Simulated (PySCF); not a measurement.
## Two-component Hartree-Fock for Re⁵²⁺ (rhenium, charge +52)

Start: [Ar] 3d5; 3d3/2 filled at m_j = -3/2, -1/2, +1/2, +3/2; 3d5/2 filled at m_j = +5/2. Calculated with PySCF 2.14 in an even-tempered Gaussian basis (15 s from 14 bohr⁻², ratio 2.8; 12 p from 18 bohr⁻², ratio 2.8; 8 d from 18 bohr⁻², ratio 2.8; 3 f from 62 bohr⁻², ratio 3): generalised Hartree-Fock with the X2C-1e Hamiltonian and a Gaussian nucleus; one run each with spin-orbit coupling (SO) switched off, then screened by Boettger's factors.

```
spinor shell  electrons  ε, spin-free (eV)  ε, screened SO (eV)  weight of nominal j (screened SO)  rms radius, screened SO (bohr)
       1s1/2          2           -75376.1             -75348.1                              1.000                          0.0204
       2s1/2          2           -15857.2             -15846.0                              1.000                          0.0819
       2p1/2          2           -14265.1             -15312.7                              1.000                          0.0696
       2p3/2          4           -14265.1             -13834.6                              1.000                          0.0768
       3s1/2          2            -5869.9              -5866.5                              1.000                           0.203
       3p1/2          2            -5384.3              -5654.2                              1.000                           0.193
       3d3/2          4            -4937.0              -4964.9                              0.994                           0.178
       3d5/2          1            -4937.0              -4883.7                              1.000                           0.182
```

Where does 3p3/2 lie, and what is the 3p spin-orbit splitting (screened SO)?

At -5270.9 eV, 383.29 eV above 3p1/2.

```json
{"quantity": "E (hartree)", "spin-free": "-14279.18116", "screened SO": "-14303.36555"}
{"quantity": "M_J", "spin-free": "5/2", "screened SO": "5/2"}
{"quantity": "⟨J²⟩", "spin-free": "8.750", "screened SO": "8.753"}
{"quantity": "⟨L²⟩", "spin-free": "0.000", "screened SO": "6.371"}
{"quantity": "⟨S²⟩", "spin-free": "8.750", "screened SO": "2.802"}
```

Each row is a mean over spinors that exchange with the open shell spreads, by up to 32.039 eV (3p3/2).

Breit and QED terms are absent; they matter most for the inner s and p1/2 levels.

Densities and radii are taken from the X2C orbitals without a picture-change correction, which distorts them close to the nucleus.

Without spin-orbit coupling the j labels of p, d and f shells carry no meaning; the spin-free column gives the mean over the occupied spinors of each nl shell.
